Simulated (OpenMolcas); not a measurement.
# Ge: effect of the active space

```
Program             : OpenMolcas 26.06
Method              : CASSCF or its RAS form
Basis               : ANO-RCC-VTZP
Scalar Hamiltonian  : DKH2, point nucleus
Spin-orbit coupling : state interaction with AMFI integrals over the reference wave functions, term energies averaged over their components
```

A. 2 electrons in 3 orbitals (4p); 2S+1 = 3 even, 3 roots; 2S+1 = 1 even, 6 roots; cost about 2.4 core-seconds
B. 4 electrons in 4 orbitals (4s 4p); 2S+1 = 3 even, 3 roots; 2S+1 = 1 even, 6 roots; 2S+1 = 5 odd, 1 root; 2S+1 = 3 odd, 5 roots; cost about 11 core-seconds
C. 4 electrons in 8 orbitals (4s 4p 5s 5p); 2S+1 = 3 even, 3 roots; 2S+1 = 1 even, 6 roots; 2S+1 = 5 odd, 1 root; 2S+1 = 3 odd, 5 roots; cost roughly 15 core-seconds
D. 4 electrons in 9 orbitals (RAS2 4s 4p; RAS3 4d, at most 2 electrons); 2S+1 = 3 even, 3 roots; 2S+1 = 1 even, 6 roots; 2S+1 = 5 odd, 1 root; 2S+1 = 3 odd, 5 roots; cost of the order of 22 core-seconds

Energies in cm-1 above 4s2 4p2 3P0, the measured ground level; measured values from NIST Handbook of Basic Atomic Spectroscopic Data.

```csv
Level,A,B,C,D,Measured
4s2 4p2 3P0,0.0,0.0,0.0,0.0,0.0
4s2 4p2 3P1,475,493,466,487,557
4s2 4p2 3P2,1261,1275,1203,1281,1410
4s2 4p2 1D2,9520,9611,9150,9457,7125
4s2 4p2 1S0,22241,17218,16043,20394,16367
```

Deviations, from unrounded energies. A percentage is the sum of absolute deviations over the sum of measured energies, with the sign that they share, or ± where signs differ.

```csv
Against measurement,Levels,A,B,C,D
mean absolute deviation (cm-1),4,2100,880,660,1600
fine structure of the ground term (%),2,-11.7,-10.1,-15.1,-10.1
other terms of the ground configuration (%),2,+35.2,+14.2,±10.0,+27.1
```

C lies closest to measurement on these levels and A furthest from it. The largest miss of C in the table is 4s2 4p2 1D2, by +2000 cm-1. The ranking rests on the paired levels alone, and a cruder setting can come out closer through cancelling errors.

Among A to D the level of the table that moves most is 4s2 4p2 1S0, by 6200 cm-1 (lowest in C, highest in A).

Without dynamic correlation excited terms often stand tens of per cent too high (terms of higher spin than the ground term too low), and those without a measured partner can miss by more than the paired ones. With the s shell closed, the reference lacks s² → p² mixing (holds for A). Active for correlation alone: 5p 5s; no level in the range computed is led by a configuration that fills them, so any true level of that kind is missing (holds for C). Active for correlation alone: 4d; no level in the range computed is led by a configuration that fills it, so any true level of that kind is missing (holds for D). Computed and measured levels are paired by configuration, term and J; levels that our copy of the source lacks, or whose pairing is in doubt (as where it misses far off the trend of its configuration), stay unpaired and out of the deviations. Levels of configurations outside the active space are missing. The table leaves out levels that lie high or whose names do not pair safely across all columns.
